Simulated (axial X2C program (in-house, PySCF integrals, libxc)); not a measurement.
## GaTe⁻: cheaper levels and CCSD(T), two-component

Calculated with an axial X2C code built on PySCF integrals. Two-component (2c) means X2C with spin–orbit coupling and atomic mean-field two-electron Coulomb and Gaunt terms. Basis: Te dyall-acv3z [12s13p9d5f1g], Ga dyall-acv3z [10s10p8d5f1g] (cores contracted in-house); Gaussian nuclei, density fitting, unrestricted open shells. Masses: Te 129.906 u, Ga 68.926 u.

State: Ω = 0 (closed shell); fragments Te- + Ga.

```
level  Re (Å)  ωe (cm⁻¹)  De (eV)
 PBE0   2.480      249.7      n/a
   HF   2.493      254.4      n/a
  MP2   2.499      251.5     3.25
 CCSD   2.501      251.3     2.99
  PBE   2.508      235.9      n/a
```

Correlated methods: 10 electrons correlated (number of frozen shells: Te 4 s, 3 p, 2 d; Ga 3 s, 2 p, 1 d), 372 virtual spin orbitals or spinors in MP2, 90 natural virtuals in coupled cluster.

CCSD(T), same Hamiltonian and basis:

Re = 2.509 Å, ωe = 246.5 cm⁻¹, De = 3.15 eV; T1 = 0.022 (Lee–Taylor normalisation).

Q: Give the differences from CCSD(T) in the columns below.

A: 

| level | ΔRe (Å) | Δωe (cm⁻¹) | ΔDe (eV) |
| --- | --- | --- | --- |
| PBE0 | -0.029 | 3.2 | n/a |
| HF | -0.016 | 7.9 | n/a |
| MP2 | -0.010 | 5.0 | 0.10 |
| CCSD | -0.008 | 4.8 | -0.16 |
| PBE | -0.001 | -10.6 | n/a |

One determinant describes the state; a PBE0 search over occupations chose it and may have missed a lower one. The closed shell is kept restricted, so the energy runs too high when the bond is stretched far. De is counted from the lowest determinant-based energies of the atoms at the same level, without counterpoise correction. De is not given where an atomic determinant may have missed its ground term or J level, or where the truncated virtual space spoils (T). Coupled cluster ran in a truncated set of natural virtual spinors; the MP2 energy of the rest was added. (T) has no such correction and the atoms are truncated less, which lowers De at CCSD(T) by a hundredth of an eV or more. Without a current term, density functionals place determinants with orbital angular momentum somewhat too high. The highest occupied level of some functionals is positive through self-interaction error; at Hartree–Fock it is bound. With the outer-core shells frozen, correlated bond lengths of heavy atoms tend to come out a few hundredths of an ångström too long.
